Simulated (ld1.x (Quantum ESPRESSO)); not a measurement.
# thallium (Tl), PAW: configuration errors across variants

- Element: thallium
- Generator: ld1.x (Quantum ESPRESSO) 7.5
- Type: PAW
- Functional: LDA (PZ)
- Relativity: fully relativistic
- Frozen core: [Xe] 4f14
- Valence charge: 13
- Reference configuration: 5d10 6s2 6p1
- Partial waves: 6s (bound): rcut 1.70, rcutus 2.00 bohr; 6s channel at 1.75 Ry: rcut 1.70, rcutus 2.00 bohr; 6p (bound): rcut 2.55, rcutus 3.00 bohr; 6p channel at 0.2 Ry: rcut 2.55, rcutus 3.00 bohr; 5d (bound): rcut 1.60, rcutus 2.05 bohr; 5d channel at 1.35 Ry: rcut 1.60, rcutus 2.05 bohr
- Local potential: all-electron potential smoothed inside 2.20 bohr (lloc = -1)
- Core correction: Bessel-smoothed model core, default radius (core density twice the valence density)
- Augmentation charge: BESSEL, radius 1.10 bohr

Open shells are filled in proportion to 2j + 1 (rel_dist='average').

All-electron excitation energies from the reference (eV): (1) 5d10 6s2 6p0 5.517; (2) 5d10 6s1 6p0 26.719; (3) 5d10 6s0 6p0 57.316; (4) 5d10 6s1 6p1 13.762; (5) 5d10 6s0 6p3 15.126; (6) 5d10 6s1 6p2 7.359; (7) 5d9 6s2 6p1 21.371.

The default core radius of the base comes out at 0.93 bohr.

5 further variants failed, have other tests or another functional or relativity, and are left out.

Errors AE − PS in meV (a dash: test not solved or not reliable):

```csv
change,(1),(2),(3),(4),(5),(6),(7),bound ghosts
base,+2.5,+3.5,-2.1,-1.0,+0.6,+0.1,+14,not determined
local potential all-electron potential smoothed inside 2.22 bohr (lloc = -1),+2.4,+3.2,-2.7,-1.1,+0.5,+0.1,+8.8,not determined
"wave 6p channel at 0.2 Ry: rcut 2.55, rcutus 3.00 bohr becomes 6p channel at 0.06 Ry: rcut 2.55, rcutus 3.00 bohr",+2.5,+3.5,-2.1,-1.0,+0.8,+0.2,+15,not determined
core correction Bessel-smoothed model core inside 1.56 bohr,+2.4,+3.3,-2.4,-1.1,+0.4,+0.1,+8.6,not determined
"all radii but the core radius scaled by about 1.36 (s 2.72, p 4.08, d 2.78 bohr, rcut 2.32/3.46/2.18); local potential all-electron potential smoothed inside 3.00 bohr (lloc = -1); augmentation BESSEL, radius 1.50 bohr",+0.4,+17,+5.0,+6.8,+0.6,+3.7,+61,not determined
```

(1) Give the same row for: waves 6s (bound): rcut 1.70, rcutus 2.56 bohr; 6s channel at 1.75 Ry: rcut 1.70, rcutus 2.56 bohr.

Answers

(1) +2.6, +38, +26, +15, +4.2, +7.6, –; bound ghosts: not determined.
